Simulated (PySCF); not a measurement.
## Heteronuclear NMR

Cartesian coordinates in Å; atom numbers follow the order of the lines, from 1:
```xyz
17

C     2.5250    0.2257    0.5958
Si    1.2526   -1.0041   -0.0788
N    -0.1787   -0.0963   -0.3578
C    -1.4289   -0.5347   -0.9614
C    -2.1511    0.6212   -0.2678
F    -3.2111    0.2509    0.5188
C    -0.8480    0.8840    0.4890
H     2.7065    1.0350   -0.1046
H     2.2000    0.6674    1.5333
H     3.4723   -0.2704    0.7789
H     1.6042   -1.5378   -1.3978
H     1.1053   -2.1214    0.8754
H    -1.7781   -1.5125   -0.6174
H    -1.4199   -0.5174   -2.0526
H    -2.5042    1.4277   -0.9139
H    -0.4365    1.8922    0.4071
H    -0.9164    0.6024    1.5438
```

Non-relativistic Hamiltonian, fast rotation and ring inversion assumed for equivalent nuclei, one computed conformer, no solvent. PBE0/pcSseg-1 with gauge-including orbitals; GFN2-xTB geometry; PySCF 2.14.0 with density-fitted response routines.

**Question.** Where does ¹⁹F resonate?

**Answer.** 
```tsv
atoms	environment	σ (ppm)	δ (ppm)
F6	fluorine on an sp3 carbon	364.8	-168.6
```

Shieldings were converted by a linear fit to measured shifts: ¹⁹F: δ = 146.13 − 0.903σ +14.6 on sp3 carbon (rms 6.0 ppm, 223 shifts, 7.0 ppm with the 5 outliers that the fit left out vs CFCl3, solution or neat liquid). Occasional misses reach two or three times the rms, and more in compound classes unlike the fitted ones.

On a 500 MHz spectrometer ¹⁹F resonates near 470.5 MHz, so 1 ppm is 470.5 Hz.

**Question.** Where does ²⁹Si resonate?

**Answer.** 
| atoms | environment | σ (ppm) | δ (ppm) |
| --- | --- | --- | --- |
| Si2 | silicon bonded to C, N, 2 H | 383.5 | -35.3 |

Shieldings were converted by a linear fit to measured shifts: ²⁹Si: δ = 279.94 − 0.822σ (rms 8.9 ppm, 72 shifts, 25.8 ppm with the 6 outliers that the fit left out vs TMS, solution or neat liquid). A few per cent of atoms miss by over 2 rms, more outside the fitted compound classes.

On a 600 MHz spectrometer ²⁹Si resonates near 119.2 MHz, so 1 ppm is 119.2 Hz.

**Question.** Where does ¹⁵N resonate?

**Answer.** 
```csv
atoms,environment,σ (ppm),δ (ppm)
N3,"nitrogen bonded to 2 C, Si, in a 4-membered ring",263.9,-391.2
```

Shieldings were converted by a linear fit to measured shifts: ¹⁵N: δ = -148.07 − 0.921σ (rms 6.3 ppm, 71 shifts vs CH3NO2, solution or neat liquid). A few per cent of atoms miss by over 2 rms, more outside the fitted compound classes.

On a 500 MHz spectrometer ¹⁵N resonates near 50.7 MHz, so 1 ppm is 50.7 Hz.
